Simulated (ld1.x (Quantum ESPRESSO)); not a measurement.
What one change does to a pseudopotential (sulfur, TM semilocal)

| Item | Value |
| --- | --- |
| Element | S (Z = 16) |
| Generator | ld1.x (Quantum ESPRESSO) 7.5 |
| Type | norm-conserving Troullier–Martins (semilocal form) |
| Functional | LDA (PZ) |
| Relativity | scalar-relativistic |
| Frozen core | [Ne] |
| Valence charge | 6 |
| Reference configuration | 3s2 3p4 |
| Partial waves | 3p (bound): rc 1.50 bohr; 3s (bound): rc 1.45 bohr |
| Local potential | the s channel |
| Core correction | a·sin(br)/r model core inside 1.20 bohr |

Change: wave 3s (bound): rc 1.45 bohr becomes 3s (bound): rc 1.90 bohr.

Cutoffs: the cutoffs (Ry, on a coarse ladder) from which the occupation-weighted sum of valence levels, in a spherical-Bessel basis at the reference potential, stays within 10 and 1 mRy of its value at 400 Ry; they do not see the model core or the augmentation charge, which bear on the density cutoff. Errors are all-electron minus pseudo energies relative to the spin-unpolarised reference configuration.

**Question.** How do hardness, ghosts and transferability respond?

**Answer.** The potential gets softer (40 Ry and 60 Ry → 25 Ry and 40 Ry); of the 9 tests that both files solve, the error grows in 6 and shrinks in 0 by more than 15 % and 0.3 meV (median size 5.8 → 31.8 meV); neither file shows a bound ghost. A larger radius leaves more room for a smooth pseudo-wave, so fewer plane waves are needed. More of the atom is replaced by a form fitted at one configuration, so other configurations suffer. A semilocal file is local in each channel, so a ghost entry of none says nothing of the separable form that plane-wave codes build from it.

```csv
quantity,base,changed
"cutoff, loose",40 Ry,25 Ry
"cutoff, tight",60 Ry,40 Ry
loose cutoff by channel (10 mRy a level),"p 10 Ry, s 21 Ry","p 10 Ry, s 15 Ry"
bound ghosts,none,none
"error for 3s2 3p3, meV [ΔE 11.86 eV]",+3.1,+5.8
"error for 3s2 3p2, meV [ΔE 34.24 eV]",+25,+44
"error for 3s2 3p1, meV [ΔE 68.39 eV]",+95,+160
"error for 3s0 3p6, meV [ΔE 20.61 eV]",+2.4,-32
"error for 3s1 3p4, meV [ΔE 22.66 eV]",+5.8,-6.8
"error for 3s2 3p3.5, meV [ΔE 4.71 eV]",+0.4,+0.8
"error for 3s2 3p4.3, meV [ΔE -1.74 eV]",+0.3,+0.4
"error for 3s2 3p4 (spin-polarised), meV [ΔE -0.71 eV]",+32,+34
"error for 3s2 3p3 (spin-polarised), meV [ΔE 9.90 eV]",+100,+111
```
